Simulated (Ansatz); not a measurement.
The same path of AlH8N3O (13 atoms, charge 0, multiplicity 1) was run twice with different band settings. Lost on the way: H5–O6. Made: N2–H5.

These are results of Ansatz 0.2.0, RKS PBE0-D4/def2-SVP, not measurements.

Relaxed end points:

```xyz
13
Properties=species:S:1:pos:R:3
Al -0.107 -0.134 -0.229
N 1.484 0.818 0.015
N 0.024 -1.802 0.428
N -1.281 0.284 -1.513
H 0.295 1.317 1.213
O -0.680 1.040 1.297
H 2.322 0.338 0.333
H 1.773 1.494 -0.688
H 0.901 -2.286 0.583
H -0.723 -2.484 0.363
H -1.364 -0.195 -2.402
H -1.883 1.098 -1.504
H -0.761 0.513 2.103
```

```xyz
13
Properties=species:S:1:pos:R:3
Al -0.342 -0.095 0.170
N 1.431 0.897 0.053
N 0.174 -1.828 0.261
N -1.117 0.385 -1.397
H 1.502 1.578 0.809
O -0.803 0.790 1.602
H 2.237 0.274 0.073
H 1.410 1.386 -0.842
H 0.523 -2.254 1.113
H -0.286 -2.548 -0.286
H -1.259 -0.259 -2.167
H -1.844 1.092 -1.435
H -1.627 0.582 2.045
```

Common settings: movable images 5; climbing image yes; spring 5.0 eV/Å²; start path through a guess of the saddle point; force threshold 0.05 eV/Å; iteration limit 60; end points relaxed.

| run | optimiser |
| --- | --- |
| 1 | quadratic models (default) |
| 2 | lbfgs |

(1) What does each run give, and how far can it be trusted?

## Answers

(1) Run 1: converged after 17 iterations, highest image 0.024 eV above the first end. A vibrational analysis at the climbing image gives one clearly imaginary mode, 570i cm⁻¹: a first-order saddle point.
Run 2: not converged after 60 iterations, highest image 0.067 eV above the first end. The band didn't meet its force threshold, so its energies are provisional: the largest band force was still 0.15 eV/Å, and over the last iterations the top stayed at 0.07 eV.
The orbitals stay closed-shell, which can raise the energy where a bond breaks towards radicals; this wasn't checked here.
